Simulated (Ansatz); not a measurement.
AlH$_{4}$OPSi. The species carries charge 0 and has multiplicity 1. The bonds changed during the relaxation, so this is another structure than the one it started from.

```xyz
8

O    -1.0773    0.9459   -0.6687
P    -0.9657    0.2860    1.1117
Al    0.7769    0.7774   -0.4131
Si    0.2925   -1.4126    0.2810
H    -1.4861    1.8187   -0.6298
H     1.6793    2.0195   -0.7701
H    -0.3685   -2.5994   -0.3336
H     1.1489   -1.8356    1.4226
```

Question: List the harmonic frequencies (cm⁻¹, unscaled) at PBE0-D4/def2-TZVP in Ansatz. (Estimate.)

Answer: Computed: 187, 312, 354, 388, 433, 437, 492, 525, 554, 597, 619, 710, 907, 930, 1955, 2183, 2216, 3824.

Question: Is this a minimum?

Answer: Yes, all 18 modes are real.

Question: Give the ideal-gas thermochemistry at 298.15 K and 1 bar (rigid rotor, harmonic oscillator; point group C1, symmetry number 1).

Answer: Zero-point energy 105.4 kJ/mol; H(298) − E = 124.2 kJ/mol; entropy 322.5 J/(mol·K), of which translation 167.0, rotation 110.8, vibration 44.7; G(298) − E = 28.0 kJ/mol.
